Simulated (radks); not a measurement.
Values are calculated unless marked as measured or tabulated.
Neutral phosphorus inside a hard spherical wall (all orbitals vanish at R), configuration held at [Ne] 3s2 3p3 and not refilled when levels cross. Code: a radial shooting solver on a logarithmic mesh with Libxc functionals. Model: scalar-relativistic Kohn-Sham, LDA (Slater exchange, VWN5 correlation), spin-polarised, spherical densities, point nucleus; open shells are filled with parallel spins first. Eigenvalues in eV for spin up, with the zero of energy where the potential of the charges vanishes at infinity; a dash marks a level that is unbound or too diffuse for the functional's potential to be trusted. A positive occupied level is held by the wall or, in an anion where self-interaction has pushed it up, behind a barrier. The pressure on the wall is -dE/dV.

| R (bohr) | E (hartree) | kinetic (hartree) | e(2s) | e(2p) | e(3s) | e(3p) | e(4s, empty) | e(4p, empty) | pressure (GPa) |
|---|---|---|---|---|---|---|---|---|---|
| free | -340.85313 | 341.621 | -172.89 | -124.30 | -14.777 | -6.285 | -0.406 | - | 0 |
| 15 | -340.85313 | 341.621 | -172.89 | -124.30 | -14.777 | -6.285 | -0.341 | 0.698 | < 0.0001 |
| 12 | -340.85313 | 341.621 | -172.89 | -124.30 | -14.776 | -6.284 | -0.187 | 1.150 | < 0.0001 |
| 10 | -340.85307 | 341.622 | -172.88 | -124.30 | -14.771 | -6.279 | 0.135 | 1.851 | 0.00204 |
| 8 | -340.85215 | 341.630 | -172.81 | -124.22 | -14.716 | -6.222 | 1.108 | 3.553 | 0.0491 |
| 6 | -340.83789 | 341.731 | -172.13 | -123.54 | -14.260 | -5.718 | 4.767 | 8.748 | 1.37 |
| 5 | -340.79117 | 341.996 | -170.71 | -122.11 | -13.331 | -4.625 | 10.254 | 15.566 | 8.27 |
| 4 | -340.58700 | 342.937 | -166.76 | -118.13 | -10.624 | -1.340 | 23.887 | 31.023 | 58.3 |
| 3.5 | -340.28355 | 344.124 | -162.70 | -114.03 | -7.500 | 2.435 | 38.093 | 46.252 | 169 |
| 2 | -333.54359 | 362.812 | -126.80 | -77.386 | 42.034 | 56.838 | 212.36 | 216.75 | 8350 |
| 1.5 | -319.68440 | 394.883 | -91.652 | -40.300 | 133.42 | 146.54 | 465.08 | 447.40 | 51700 |
